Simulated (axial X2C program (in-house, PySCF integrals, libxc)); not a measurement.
TmBr: the levels of the configuration f13 s1

Calculated with an in-house all-electron X2C program for linear molecules (integrals from PySCF): two-component X2C with atomic mean-field Coulomb and Gaunt terms, basis Tm dyall-v3z, Br dyall-v3z (cores contracted in-house). Orbitals come from Hartree–Fock averaged over the configuration Tm f13 s1; CI then distributes these electrons over the f, s shells of Tm.

R = 2.759 Å (near the minimum of the configuration average).

Active spinors (ω > 0):

```csv
shell,ω,ε (eV),character
f,5/2,-12.89,100% Tm f
f,3/2,-12.84,100% Tm f
f,1/2,-12.80,100% Tm f
f,7/2,-11.56,100% Tm f
f,5/2,-11.52,100% Tm f
f,3/2,-11.49,100% Tm f
f,1/2,-11.46,100% Tm f
s,1/2,-2.91,"78% Tm s, 19% Tm p"
```

Lowest levels of this model:

```csv
Ω,energy (cm⁻¹),g∥,μ (D),configuration
0,0,0.00,-5.13,100% f13 s1
1,43,2.89,-5.12,100% f13 s1
2,204,5.40,-5.12,100% f13 s1
0,305,0.00,-5.13,100% f13 s1
1,409,1.73,-5.12,100% f13 s1
3,506,7.73,-5.11,100% f13 s1
2,682,3.81,-5.11,100% f13 s1
4,948,10.00,-5.10,100% f13 s1
3,1114,6.02,-5.10,100% f13 s1
0,8631,0.00,-5.12,100% f13 s1
1,8739,2.51,-5.12,100% f13 s1
0,8861,0.00,-5.12,100% f13 s1
1,9035,0.87,-5.11,100% f13 s1
2,9063,4.47,-5.11,100% f13 s1
2,9499,2.32,-5.11,100% f13 s1
3,9599,6.25,-5.10,100% f13 s1
```

g∥ is the magnitude of 2⟨Lz + ge Sz⟩ for the +Ω component. μ is positive if the Br end is positive.

This point took 1.7 s on 1 thread of AMD EPYC 9R45 96-Core Processor (Zen 5), with other jobs on the host.

There is no dynamic correlation: spin–orbit spacings and, for f shells, spacings inside one term are the most reliable numbers, splittings between terms come out too wide, and energies between configurations are not reliable, so the lowest level need not be the ground state of the molecule. At most 4 roots were kept for each Ω > 0 (twice that for Ω = 0) within 2.2 eV of the lowest, so higher up levels can be missing between those listed; levels with Ω > 0 are doubly degenerate and listed once, Ω = 0 levels singly.
